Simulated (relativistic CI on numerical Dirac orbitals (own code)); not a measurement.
## Radial parameters of Eu V

Computed by Dirac-Coulomb-Breit CI, KLI orbitals optimised for each configuration, a model potential for QED, valence Slater integrals scaled by 0.85, P86 correlation energy added to each configuration (own radial code, finite nucleus).

Slater integrals F^k, G^k are unscaled and averaged over j, outside the closed core [Kr] 4d10 5p6; ζ comes from projecting the Hamiltonian with its Breit term on Σ l·s of the shell.

- 4f5 5s2: F^2(4f,4f) = 117770, F^4(4f,4f) = 74049, F^6(4f,4f) = 53317, ζ(4f) = 1435.6 cm⁻¹; <r>(4f) = 0.823, <r^2>(4f) = 0.8494 (bohr units).
- 4f4 5s2 5d: F^2(4f,4f) = 124090, F^4(4f,4f) = 78346, F^6(4f,4f) = 56506, ζ(4f) = 1548.6, F^2(4f,5d) = 35248, F^4(4f,5d) = 17525, G^1(4f,5d) = 14585, G^3(4f,5d) = 12790, G^5(4f,5d) = 10013, ζ(5d) = 1569.1 cm⁻¹; <r>(4f) = 0.7877, <r^2>(4f) = 0.7681, <r>(5d) = 1.918, <r^2>(5d) = 4.174 (bohr units).
- 4f4 5s2 6s: F^2(4f,4f) = 124770, F^4(4f,4f) = 78812, F^6(4f,4f) = 56853, ζ(4f) = 1548.4, G^3(4f,6s) = 4018.3 cm⁻¹; <r>(4f) = 0.784, <r^2>(4f) = 0.7588, <r>(6s) = 2.856, <r^2>(6s) = 9.052 (bohr units).

Averages of the first 7 configurations, taken without configuration mixing, which lowers the lowest level and can move excited configurations by several eV; other configurations of the list can lie among them:

```csv
Configuration,Parity,States,Average energy above the lowest level (eV)
4f5 5s2,odd,2002,6.8
4f4 5s2 5d,even,10010,23.6
4f4 5s2 6s,even,2002,31.4
4f4 5s2 6p,odd,6006,37.8
4f4 5s2 7s,even,2002,47.9
4f7,odd,3432,96.6
4f3 5s2 6s2,odd,364,66.5
```
